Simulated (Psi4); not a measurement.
Here is a job for Psi4.
```
memory 2 GB

molecule mol {
-1 2
  O     0.009896    0.108486   -0.759299
  O     0.041647    0.102834    0.662186
}

set basis 3-21g
set reference uks

optimize('b3lyp')
print_variables()
```

Q: What is the computed total energy at the end of the optimisation (B3LYP/3-21G run with Psi4)?

A: -149.4462 Eh

Q: Give the <S^2> at the level B3LYP/3-21G.

A: 0.751

Q: Give the number of basis functions at the level B3LYP/3-21G.

A: 18

Q: What is the computed nuclear repulsion energy (B3LYP/3-21G)?

A: 23.7091 Eh

A gas-phase anion may not be bound at this level; its values then depend on the basis.

These values belong to the state on which the SCF converged, which isn't shown to be the lowest.
